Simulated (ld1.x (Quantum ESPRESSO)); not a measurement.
**Varying the PAW potential for Lu**

Base potential:

lutetium (Lu), PAW, made with ld1.x (Quantum ESPRESSO) 7.5 (LDA (PZ), scalar-relativistic). Core [Kr] 4d10, reference 4f13 5s2 5p6 5d2 6s2 6p0. Waves: 5s (bound): rcut 1.50, rcutus 1.80 bohr; 6s (bound): rcut 1.50, rcutus 1.80 bohr; 5p (bound): rcut 2.25, rcutus 2.40 bohr; 6p (bound, empty): rcut 2.25, rcutus 2.40 bohr; 5d (bound): rcut 2.10, rcutus 2.75 bohr; 5d channel at 4.05 Ry: rcut 2.10, rcutus 2.75 bohr; 4f (bound): rcut 0.85, rcutus 0.90 bohr; 4f channel at 0.3 Ry: rcut 0.85, rcutus 0.90 bohr. Local part: all-electron potential smoothed inside 2.65 bohr (lloc = -1). Core correction: Bessel-smoothed model core inside 0.65 bohr. Augmentation charge: PSQ, inside the norm-conserving radii.

Cutoffs, loose and tight: the cutoffs (Ry, on a coarse ladder) from which the occupation-weighted sum of valence levels, in a spherical-Bessel basis at the reference potential, stays within 10 and 1 mRy of its value at 400 Ry. They do not see the model core or the augmentation charge, which bear on the density cutoff. Test errors are all-electron minus pseudo excitation energies from the reference, over the configurations 4f14 5s2 5p6 5d1 6s2 6p0; 4f14 5s2 5p6 5d1 6s1 6p0; 4f14 5s2 5p6 5d1 6s0 6p0; 4f14 5s2 5p6 5d0 6s0 6p0; 4f14 5s2 5p6 5d2 6s0 6p0; 4f14 5s2 5p6 5d1 6s0 6p1; 4f13 5s2 5p6 5d2 6s1 6p0 (two spin-polarised tests are not counted in the largest error). A dash means not determined; rows that change the core or the reference have their own tests.

Cutoffs are not given where the Bessel-basis levels miss the radial ones by over 6 mRy, ghosts where they miss by over 20 mRy; a channel whose overlap is not positive is not tested.

A file whose overlap is not positive is unfit for use, and its test errors describe a broken file.

```tsv
change	outcome	cutoff, loose	cutoff, tight	bound ghosts	largest test error (meV)
base	generated	260 Ry	over 300 Ry	none	test run stopped at test 1 of 9 (negative rho)
all radii but the core radius scaled by about 0.76 (s 1.36, p 1.82, d 2.08, f 0.68 bohr, rcut 1.14/1.70/1.58/0.64); local potential all-electron potential smoothed inside 2.00 bohr (lloc = -1)	generated, overlap not positive	–	–	not determined (overlap not positive)	test run stopped at test 1 of 9 (negative norm?)
all radii but the core radius scaled by about 0.82 (s 1.48, p 1.96, d 2.26, f 0.74 bohr, rcut 1.22/1.84/1.72/0.70); local potential all-electron potential smoothed inside 2.18 bohr (lloc = -1)	generated	over 300 Ry	over 300 Ry	none	+1278
all radii but the core radius scaled by about 0.91 (s 1.64, p 2.20, d 2.52, f 0.82 bohr, rcut 1.36/2.06/1.92/0.78); local potential all-electron potential smoothed inside 2.42 bohr (lloc = -1)	generated	300 Ry	over 300 Ry	none	-191
all radii but the core radius scaled by about 1.09 (s 1.96, p 2.60, d 2.98, f 0.98 bohr, rcut 1.62/2.44/2.28/0.92); local potential all-electron potential smoothed inside 2.88 bohr (lloc = -1)	generated	230 Ry	over 300 Ry	none	test run stopped at test 1 of 9 (negative rho)
all radii but the core radius scaled by about 1.13 (s 2.04, p 2.72, d 3.12, f 1.02 bohr, rcut 1.70/2.56/2.38/0.96); local potential all-electron potential smoothed inside 3.02 bohr (lloc = -1)	generated	200 Ry	over 300 Ry	none	test run stopped at test 1 of 9 (negative rho)
all radii but the core radius scaled by about 1.22 (s 2.18, p 2.92, d 3.34, f 1.10 bohr, rcut 1.82/2.74/2.54/1.04); local potential all-electron potential smoothed inside 3.22 bohr (lloc = -1)	generated	180 Ry	260 Ry	none	test run stopped at test 1 of 9 (negative rho)
all radii but the core radius scaled by about 1.31 (s 2.36, p 3.16, d 3.62, f 1.18 bohr, rcut 1.96/2.96/2.76/1.12); local potential all-electron potential smoothed inside 3.48 bohr (lloc = -1)	generated	160 Ry	230 Ry	none	test run stopped at test 1 of 9 (negative rho)
```

**Question.** What comes out with this change to the base: all radii but the core radius scaled by about 1.38 (s 2.48, p 3.30, d 3.78, f 1.24 bohr, rcut 2.06/3.10/2.88/1.16); local potential all-electron potential smoothed inside 3.64 bohr (lloc = -1)?

**Answer.** outcome: generated; cutoff, loose: 140 Ry; cutoff, tight: 200 Ry; bound ghosts: none; largest test error (meV): test run stopped at test 3 of 9 (negative rho), 2 before it not solved.

Reading the sweep of the scale of all radii but the core radius (base = 1) (base included, trends over the rows without a ghost): The loose cutoff falls from 300 Ry at 0.91 to 140 Ry at 1.38. A larger radius leaves more room for a smooth pseudo-wave, so fewer plane waves are needed; a smaller one forces it to follow the all-electron wave where it bends sharply.
